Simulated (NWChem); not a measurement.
System: ZnNH2Cl; SMILES [Cl][Zn][NH2]

```xyz
5

Zn     0.1479    -0.3142    -0.0002
Cl    -0.0344     1.7847     0.0018
N      0.4564    -2.1023    -0.0018
H      0.1538    -2.6126    -0.8285
H      0.1242    -2.6196     0.8090
```
Atoms are numbered in this order, from 1.

Level: PBE0/def2-SVP (NWChem), optimised geometry, unscaled harmonic frequencies. 

| frequency (cm⁻¹) | IR intensity (km/mol) |
|---|---|
| 122 | 4.7 |
| 127 | 12.3 |
| 402 | 32.3 |
| 431 | 155.0 |
| 698 | 46.6 |
| 754 | 29.9 |
| 1537 | 9.4 |
| 3569 | 10.1 |
| 3661 | 15.3 |

```
Property                                                                            Value
-----------------------------------------------------------------------  ----------------
zero-point energy                                                           16.1 kcal/mol
thermal correction to the enthalpy at 298.15 K (with zero-point energy)     19.9 kcal/mol
heat capacity Cv                                                         14.3 cal/(mol K)
entropy at 298.15 K and 1 atm (symmetry number 1)                        71.1 cal/(mol K)
dipole moment                                                                      2.55 D
```

Rigid rotor and harmonic oscillator.
